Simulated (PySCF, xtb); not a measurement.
H4O4Re, SMILES [OH][Re]([OH])([OH])[OH] (connectivity only; charge and spin as stated), neutral, multiplicity 4. One conformer was computed; it need not be the lowest.

Harmonic wavenumbers (cm⁻¹) from GFN2-xTB in xtb at its own minimum, in rising order: 93, 105, 151, 201, 249, 277, 297, 300, 347, 434, 507, 514, 535, 551, 576, 623, 649, 3579, 3585, 3600, 3606.

**Question.** What does PBE-D3(BJ)/def2-SVP in PySCF 2.14.0 give at its own minimum? (An estimate is asked for; the answer gives what the named calculation found.)

**Answer.** 66, 108, 140, 217, 235, 384, 406, 439, 523, 591, 620, 659, 676, 726, 774, 807, 832, 3583, 3633, 3659, 3685. Paired by order, the mean absolute difference is 99 cm⁻¹ and the zero-point energies are 29.7 and 32.5 kcal/mol.
